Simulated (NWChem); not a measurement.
BBrCl2; SMILES ClB(Cl)Br

All runs: NWChem. Structure relaxed at the PBE-D3(BJ)/def2-SVP level. Total energies compare along this basis series because the functional is fixed.

```csv
level,basis functions,energy (Ha),highest occupied level (eV),orbital gap (eV),dipole (D)
PBE0/pcseg-1,77,-3518.5446,-8.84,6.84,0.24
PBE0/aug-pcseg-1,113,-3518.5521,-8.77,6.75,0.04
PBE0/pcseg-2,141,-3518.9819,-8.74,6.79,0.06
PBE0/STO-3G,41,-3480.5365,(withheld),6.95,(withheld)
PBE0/def2-SVP,82,-3518.2751,-8.56,6.91,0.03
```

Problem. What belongs in the gaps?

Solution. 
- PBE0/STO-3G, highest occupied level (eV): -6.63
- PBE0/STO-3G, dipole (D): 0.92
